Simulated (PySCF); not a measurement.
**Computed structure and properties of WO2Br2**

System: WO2Br2 (singlet); start: template (C2v). Method: PySCF 2.14.0, RKS PBE, W def2-SVP with ECP60, O def2-SVP, Br def2-SVP; non-relativistic Hamiltonian with scalar-relativistic core potentials where named; density fitting; no spin-orbit coupling.

Input of the relaxation:

```python
mol = gto.M(atom='''
W      0.00000     0.00000     0.50586
O      0.87160     0.87160     1.37746
O     -0.87160    -0.87160     1.37746
Br     1.37460    -1.37460    -0.86874
Br    -1.37460     1.37460    -0.86874''',
    basis={'W': 'def2-SVP', 'O': 'def2-SVP', 'Br': 'def2-SVP'},
    ecp={'W': 'def2-SVP'},
    charge=0, spin=0)
mf = dft.RKS(mol, xc='PBE')
mf.grids.atom_grid = (50, 194)
mf = mf.density_fit()  # fitting sets: W def2-universal-JKFIT, O def2-universal-JKFIT, Br def2-universal-JKFIT
mf.conv_tol = 1e-08; mf.max_cycle = 55
mf.kernel(dm0)  # dm0: converged density of the start geometry
# quasi-Newton relaxation in Cartesian coordinates to a largest gradient under 0.00045 Eh/bohr, steps kept in the point group
```

Run from Python with OMP_NUM_THREADS=2; the lines above give its settings. Where DIIS fails, smearing, a level shift and second-order steps follow.
It took 40 s on 2 threads of Arm Neoverse V1 (shared host), from the converged density of the start.

Course of the relaxation:

```json
{"step": "0", "energy above end (eV)": "3.5853", "largest force component within the symmetry (eV/Å)": "23.735"}
{"step": "1", "energy above end (eV)": "0.3092", "largest force component within the symmetry (eV/Å)": "5.628"}
{"step": "2", "energy above end (eV)": "0.0404", "largest force component within the symmetry (eV/Å)": "1.965"}
{"step": "3", "energy above end (eV)": "0.0017", "largest force component within the symmetry (eV/Å)": "0.095"}
{"step": "4", "energy above end (eV)": "0.0005", "largest force component within the symmetry (eV/Å)": "0.052"}
{"step": "5", "energy above end (eV)": "0.0001", "largest force component within the symmetry (eV/Å)": "0.035"}
{"step": "6", "energy above end (eV)": "0.0000", "largest force component within the symmetry (eV/Å)": "0.014"}
```

Relaxed geometry (C2v):

```xyz
5

W     0.0000    0.0000    0.4174
O     0.9691    0.9691    1.4489
O    -0.9691   -0.9691    1.4489
Br    1.4426   -1.4426   -0.8960
Br   -1.4426    1.4426   -0.8960
```

| contact | Å |
| --- | --- |
| W1–O2 (O) | 1.715 |
| W1–O3 (O) | 1.715 |
| W1–Br4 (Br) | 2.426 |
| W1–Br5 (Br) | 2.426 |

On the finer grid (75, 302):

| Item | Value |
| --- | --- |
| HOMO | -7.95 eV |
| LUMO | -4.08 eV |
| Dipole about the centre of mass | 2.03 D |
| Set of Mulliken populations of W1 outside the core potential | s 2.51, p 6.35, d 4.12, f 0.16 |
| D3(BJ) dispersion energy (not in the energies) | -0.174 eV |

```tsv
atom	Mulliken (e)	Löwdin (e)	spin (e)
W1	0.85	-0.21	0.00
O2	-0.24	-0.07	0.00
O3	-0.24	-0.07	0.00
Br4	-0.18	0.18	0.00
Br5	-0.18	0.18	0.00
```

On the grid (50, 194), as all that follows. Harmonic modes: a minimum; lowest 73 cm⁻¹ (negative: unstable), highest 997 cm⁻¹, zero-point energy 0.214 eV.

Rigid scan of O along the line from its metal:

(distance to O2 (Å), energy (eV)): (1.42, 4.127), (1.52, 1.510), (1.62, 0.314), (1.72, 0.000), (1.82, 0.217), (1.92, 0.741), (2.02, 1.425), (2.17, 2.564)

Taking off one Br (charge -1, singlet; the rest: singlet) in vacuum, both parts rigid, costs 10.56 eV; the small basis without counterpoise inflates it. Most of it is the attraction of opposite charges; other ways to part are cheaper, and one spin state was tried for the rest.

Rigid scan of Br along the line from its metal:

```csv
distance to Br4 (Å),energy (eV)
2.13,1.040
2.23,0.398
2.33,0.084
2.43,0.000
2.53,0.063
2.63,0.226
2.83,0.708
3.13,1.550
3.53,2.552
4.03,3.453
```

One start shape was tried, so this needn't be the lowest isomer.

No other spin state of this charge was computed.
